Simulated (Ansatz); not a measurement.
`C[Te]C(F)(F)F` and `FC(F)(F)OBCl` differ in one atom or group.

Ansatz, PBE0-D4/def2-TZVP geometries, multiplicity 1. Each molecule was computed in one conformer, which needn't be the lowest.

Elements past krypton have def2 core potentials.  Spin–orbit coupling is left out; it splits and shifts lone-pair levels of the heavy atoms by tenths of an eV.

```json
{"property": "HOMO–LUMO gap (PBE/def2-TZVPP) / eV", "`C[Te]C(F)(F)F`": "3.34"}
{"property": "HOMO–LUMO gap (PBE0/def2-TZVPP) / eV", "`C[Te]C(F)(F)F`": "5.24"}
{"property": "LUMO energy (B3LYP/def2-TZVPP) / eV", "`C[Te]C(F)(F)F`": "-1.53"}
{"property": "LUMO energy (PBE0/def2-TZVPP) / eV", "`C[Te]C(F)(F)F`": "-1.27"}
{"property": "HOMO energy (PBE/def2-TZVPP) / eV", "`C[Te]C(F)(F)F`": "-5.40"}
{"property": "size of the dipole moment (B3LYP/def2-TZVPP) / D", "`C[Te]C(F)(F)F`": "2.31"}
```

(1) What does the change do to each property? (Best estimate.)

Answers

(1) Ansatz gave: 
```
                                        property  `FC(F)(F)OBCl`  shift
             HOMO–LUMO gap (PBE/def2-TZVPP) / eV            5.82   2.48
            HOMO–LUMO gap (PBE0/def2-TZVPP) / eV            8.28   3.04
             LUMO energy (B3LYP/def2-TZVPP) / eV           -1.49   0.04
              LUMO energy (PBE0/def2-TZVPP) / eV           -1.26   0.01
               HOMO energy (PBE/def2-TZVPP) / eV           -8.07  -2.67
size of the dipole moment (B3LYP/def2-TZVPP) / D            0.70  -1.61
```

Dipoles are sizes alone; their direction can turn.

B3LYP here is the variant with VWN-RPA as its local correlation; programs differ in this.
